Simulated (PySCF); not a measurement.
Structure problem from calculated spectra and properties.

Formula: C7H7F3O2.

| Quantity | Value |
| --- | --- |
| NMR, other nuclei | isotropic shieldings of nuclei other than C and H, by class: -339 (1 O), 307 (1 O), 259 (3 F) ppm [GIAO PBE0/pcSseg-1] |
| 13C NMR | chemical shifts (computed TMS as zero) by class: 202.0 (1 C), 124.8 (1 C), 82.7 (1 C), 81.1 (1 C), 80.3 (1 C), 60.9 (1 C), 42.4 (1 C) ppm [GIAO PBE0/pcSseg-1] |
| Rotational structure | rotational constants A, B, C: 1.040, 0.862, 0.559 GHz [GFN2-xTB] |
| 1H NMR | chemical shifts (computed TMS as zero) by class: 4.54 (1 H), 3.92 (1 H), 3.53 (3 H), 3.51 (1 H), 1.74 (1 H) ppm [GIAO PBE0/pcSseg-1] |
| Dipole | 3.71 D [PBE0/pcSseg-1] |

The electronic properties come from PySCF, for the isolated species, density fitting. Levels stand in brackets. Geometry: GFN2-xTB, one conformer, isolated molecule. NMR values are class means; diastereotopic atoms form classes of their own.

Task: Give a SMILES that accounts for the data.

Result: Numbering: `[CH:1]#[C:2][C@@H:3]([CH2:4][O:5][CH3:6])[C:7](=[O:8])[C:9]([F:10])([F:11])[F:12]`. Its formula, C7H7F3O2, gives 3 degrees of unsaturation: 0 rings and 3 π bonds in the structure found. 7 carbons fall into 7 classes; from least to most shielded: ketone carbonyl carbon [C7] (202.0 ppm), CF3 carbon [C9] (124.8 ppm), terminal alkyne carbon [C1] (82.7 ppm), sp3 carbon bound to oxygen [C4] (81.1 ppm), alkyne carbon [C2] (80.3 ppm), methoxy carbon [C6] (60.9 ppm), sp3 carbon next to a carbonyl [C3] (42.4 ppm). Hydrogen classes from least to most shielded: 1 H on an sp3 carbon next to a carbonyl, C3 (4.54 ppm), 1 H on an sp3 carbon bound to oxygen, C4 (3.92 ppm), 3 H on a methoxy carbon, C6 (3.53 ppm, a mean of values up to 0.7 ppm apart in this geometry), 1 H on an sp3 carbon bound to oxygen, C4 (3.51 ppm), 1 H on a terminal alkyne carbon, C1 (1.74 ppm). The other shieldings belong to: -339 ppm, ketone oxygen [O8]; 307 ppm, ether oxygen [O5]; 259 ppm, fluorine of a CF3 group [F10/F11/F12]. The optimised geometry has point group C1 and is an asymmetric top. Structure: `C#C[C@@H](COC)C(=O)C(F)(F)F`. Computed isomers that give other values at the same levels: `O=C1C=C[C@H](OC(F)(F)F)CC1` (13C chemical shifts (computed TMS as zero) by class: 199.0 (1 C), 157.6 (1 C), 137.5 (1 C), 131.2 (1 C), 78.9 (1 C), 39.5 (1 C), 35.1 (1 C) ppm). The assignments are read from this structure; whether some other isomer fits the data as well wasn't checked. The mirror image fits equally.

Shape of the structure used: `[CH:1]#[C:2][C@@H:3]([CH2:4][O:5][CH3:6])[C:7](=[O:8])[C:9]([F:10])([F:11])[F:12]`: C2–C3–C4–O5 -170°, C3–C4–O5–C6 -177°, C2–C3–C7–O8 -25°, C3–C7–C9–F10 -22°.
